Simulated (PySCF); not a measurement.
Species: C6H11PSi.
Atom-mapped SMILES: `[CH3:1][c:2]1[cH:3][c:4]([SiH3:5])[c:6]([CH3:7])[pH:8]1` (hydrogens: H9, H10, H11 on C1; H12 on C3; H13, H14, H15 on Si5; H16, H17, H18 on C7; H19 on P8)

The same species was optimised twice, with GFN2-xTB and with PBE0-D3(BJ)/def2-SVP (PySCF), and the same property calculations (PySCF, gas phase) were run on both structures.

| coordinate | GFN2-xTB | PBE0-D3(BJ)/def2-SVP | change |
| --- | --- | --- | --- |
| C3–C4 (Å) | 1.447 | 1.461 | +0.014 |
| C4–C6 (Å) | 1.355 | 1.367 | +0.012 |
| C2–C3 (Å) | 1.346 | 1.358 | +0.012 |
| C2–P8 (Å) | 1.821 | 1.816 | -0.005 |
| C6–P8 (Å) | 1.823 | 1.820 | -0.003 |
| C4–Si5 (Å) | 1.879 | 1.878 | -0.001 |
| C1–C2 (Å) | 1.492 | 1.492 | 0.000 |
| C6–C7 (Å) | 1.492 | 1.492 | 0.000 |
| C2–P8–C6 (°) | 89.1 | 91.5 | +2.4 |
| C4–C6–P8 (°) | 111.5 | 109.5 | -2.0 |
| C3–C2–P8 (°) | 110.2 | 108.5 | -1.7 |
| C1–C2–P8 (°) | 122.9 | 124.4 | +1.5 |
| C4–C6–C7 (°) | 126.4 | 127.3 | +0.9 |
| C7–C6–P8 (°) | 121.9 | 122.8 | +0.9 |
| C3–C4–C6 (°) | 112.8 | 113.4 | +0.6 |
| Si5–C4–C6 (°) | 124.7 | 124.1 | -0.6 |

Rotational constants: A = 2217, B = 1046, C = 726.7 MHz (GFN2-xTB) against A = 2191, B = 1038, C = 720.7 MHz (PBE0-D3(BJ)/def2-SVP).

On the GFN2-xTB structure: HOMO (eV) -6.26 [PBE0/pcSseg-1]; LUMO (eV) -1.17 [PBE0/pcSseg-1]; dipole (D) 0.65 [PBE0/pcSseg-1]; GIAO shielding of C1 (ppm) 166.1 [PBE0/pcSseg-1]; GIAO shielding of C2 (ppm) 34.0 [PBE0/pcSseg-1]; GIAO shielding of C3 (ppm) 36.9 [PBE0/pcSseg-1]; GIAO shielding of C4 (ppm) 41.1 [PBE0/pcSseg-1]; GIAO shielding of Si5 (ppm) 436.5 [PBE0/pcSseg-1]; GIAO shielding of C6 (ppm) 17.7 [PBE0/pcSseg-1]; GIAO shielding of C7 (ppm) 167.0 [PBE0/pcSseg-1]; GIAO shielding of P8 (ppm) 367.2 [PBE0/pcSseg-1].

Question: What do these properties become on the PBE0-D3(BJ)/def2-SVP structure?

Answer: 
```json
{"property": "HOMO (eV)", "level": "PBE0/pcSseg-1", "on GFN2-xTB": "-6.26", "on PBE0-D3(BJ)/def2-SVP": "-6.35", "change": "-0.09"}
{"property": "LUMO (eV)", "level": "PBE0/pcSseg-1", "on GFN2-xTB": "-1.17", "on PBE0-D3(BJ)/def2-SVP": "-1.30", "change": "-0.13"}
{"property": "dipole (D)", "level": "PBE0/pcSseg-1", "on GFN2-xTB": "0.65", "on PBE0-D3(BJ)/def2-SVP": "0.89", "change": "+0.24"}
{"property": "energy, GFN2-xTB geometry as zero (kcal/mol)", "level": "PBE0/pcSseg-1", "on GFN2-xTB": "0.0", "on PBE0-D3(BJ)/def2-SVP": "-2.2", "change": "-2.2"}
{"property": "GIAO shielding of C1 (ppm)", "level": "PBE0/pcSseg-1", "on GFN2-xTB": "166.1", "on PBE0-D3(BJ)/def2-SVP": "164.9", "change": "-1.2"}
{"property": "GIAO shielding of C2 (ppm)", "level": "PBE0/pcSseg-1", "on GFN2-xTB": "34.0", "on PBE0-D3(BJ)/def2-SVP": "32.3", "change": "-1.7"}
{"property": "GIAO shielding of C3 (ppm)", "level": "PBE0/pcSseg-1", "on GFN2-xTB": "36.9", "on PBE0-D3(BJ)/def2-SVP": "35.7", "change": "-1.2"}
{"property": "GIAO shielding of C4 (ppm)", "level": "PBE0/pcSseg-1", "on GFN2-xTB": "41.1", "on PBE0-D3(BJ)/def2-SVP": "41.0", "change": "-0.1"}
{"property": "GIAO shielding of Si5 (ppm)", "level": "PBE0/pcSseg-1", "on GFN2-xTB": "436.5", "on PBE0-D3(BJ)/def2-SVP": "434.0", "change": "-2.5"}
{"property": "GIAO shielding of C6 (ppm)", "level": "PBE0/pcSseg-1", "on GFN2-xTB": "17.7", "on PBE0-D3(BJ)/def2-SVP": "15.8", "change": "-1.9"}
{"property": "GIAO shielding of C7 (ppm)", "level": "PBE0/pcSseg-1", "on GFN2-xTB": "167.0", "on PBE0-D3(BJ)/def2-SVP": "163.8", "change": "-3.2"}
{"property": "GIAO shielding of P8 (ppm)", "level": "PBE0/pcSseg-1", "on GFN2-xTB": "367.2", "on PBE0-D3(BJ)/def2-SVP": "353.2", "change": "-14.0"}
```

The heavy atoms differ by 0.030 Å rms after alignment. Among the bonds compared C3–C4 changes most (+0.014 Å). Changes are differences of the printed values. Neither structure is proved a minimum here.
